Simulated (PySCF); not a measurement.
A structure optimised at PBE-D3(BJ)/def2-SVP, used in a PySCF frequency run:

```xyz
9

Si     0.1418    -0.0705     0.4933
Cl     0.2212     1.8027    -0.3970
Cl     1.6643    -1.2574    -0.2159
O     -1.2703    -0.8259     0.0765
C     -2.5671    -0.2470     0.1036
H      0.3069     0.1100     1.9651
H     -3.2571    -0.9214    -0.4411
H     -2.9414    -0.1314     1.1453
H     -2.5817     0.7494    -0.3897
```
Charge 0, spin multiplicity 1.

**Question.** Write its SMILES and formula.

**Answer.** CO[SiH](Cl)Cl, CH4Cl2OSi

**Question.** What are its rotational constants (standard atomic weights)?

**Answer.** 2.7236, 1.9074, 1.2047 GHz
